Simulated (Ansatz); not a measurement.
Two members of one family (Tetramethylammonium salts), computed with Ansatz in the gas phase; def2 core potentials for Sb, no spin–orbit coupling. The two geometries come from different levels. Binding counts from free atoms in the multiplicity of their measured ground term, without zero-point energy. The structures are stationary points that may keep the symmetry of their start.

First: tetramethylammonium hexafluoroantimonate (singlet, charge 0, PBE-D4/def2-SVP geometry).

```xyz
24

C     0.222   -1.177    1.085
N     0.047   -1.207   -0.413
C     1.146   -0.404   -1.060
C    -1.287   -0.599   -0.770
C     0.103   -2.621   -0.899
H     0.128   -0.129    1.423
H    -0.567   -1.803    1.539
H     1.222   -1.578    1.327
H     2.114   -0.869   -0.802
H     0.991   -0.419   -2.154
H     1.096    0.629   -0.672
H    -2.081   -1.180   -0.265
H    -1.294    0.449   -0.421
H    -1.410   -0.648   -1.866
H    -0.718   -3.197   -0.434
H     1.076   -3.062   -0.617
H    -0.009   -2.632   -1.998
F     0.089    3.466    2.883
Sb   -0.112    2.992    1.023
F    -1.657    4.126    0.792
F    -1.285    1.476    1.521
F     1.113    4.361    0.430
F    -0.301    2.330   -0.831
F     1.375    1.697    1.178
```

| level | HOMO (eV) | LUMO (eV) | gap (eV) | binding per atom (eV) |
| --- | --- | --- | --- | --- |
| PBE-D4/def2-SVP | -7.42 | -2.46 | 4.96 | 3.90 |
| PBE-D4/def2-TZVP | -7.94 | -2.82 | 5.12 | 3.89 |
| r2SCAN-D4/def2-TZVP | -8.49 | -2.62 | 5.87 | 3.80 |
| PBE0-D4/def2-SVP | -9.78 | -1.66 | 8.12 | 3.78 |
| PBE0-D4/def2-TZVP | -10.12 | -1.87 | 8.24 | 3.77 |

Second: tetramethylammonium hexafluorophosphate (singlet, charge 0, r2SCAN-D4/def2-SVP geometry).

Cartesian coordinates in Å:
```
C -0.831 -2.464 -0.746
N -0.411 -1.051 -0.523
C 1.082 -0.997 -0.363
C -1.089 -0.519 0.709
C -0.809 -0.207 -1.694
H -0.541 -3.061 0.127
H -1.921 -2.499 -0.878
H -0.332 -2.849 -1.646
H 1.533 -1.433 -1.265
H 1.375 0.050 -0.227
H 1.358 -1.574 0.527
H -2.171 -0.667 0.587
H -0.718 -1.072 1.580
H -0.846 0.544 0.825
H -1.901 -0.254 -1.803
H -0.322 -0.605 -2.594
H -0.479 0.820 -1.489
F 1.217 1.012 1.783
P 1.021 2.586 1.293
F -0.571 2.453 1.681
F 0.624 1.980 -0.232
F 1.378 3.110 2.773
F 0.781 4.082 0.741
F 2.574 2.614 0.833
```

Question: What does the change do? Estimate second minus first.

Answer: 
```json
{"level": "PBE-D4/def2-SVP", "Δ HOMO (eV)": "0.87", "Δ LUMO (eV)": "1.43", "Δ gap (eV)": "0.55", "Δ binding per atom (eV)": "0.12"}
{"level": "PBE-D4/def2-TZVP", "Δ HOMO (eV)": "0.90", "Δ LUMO (eV)": "1.44", "Δ gap (eV)": "0.54", "Δ binding per atom (eV)": "0.12"}
{"level": "r2SCAN-D4/def2-TZVP", "Δ HOMO (eV)": "0.90", "Δ LUMO (eV)": "1.79", "Δ gap (eV)": "0.89", "Δ binding per atom (eV)": "0.13"}
{"level": "PBE0-D4/def2-SVP", "Δ HOMO (eV)": "0.85", "Δ LUMO (eV)": "1.52", "Δ gap (eV)": "0.67", "Δ binding per atom (eV)": "0.15"}
{"level": "PBE0-D4/def2-TZVP", "Δ HOMO (eV)": "0.89", "Δ LUMO (eV)": "1.34", "Δ gap (eV)": "0.45", "Δ binding per atom (eV)": "0.14"}
```
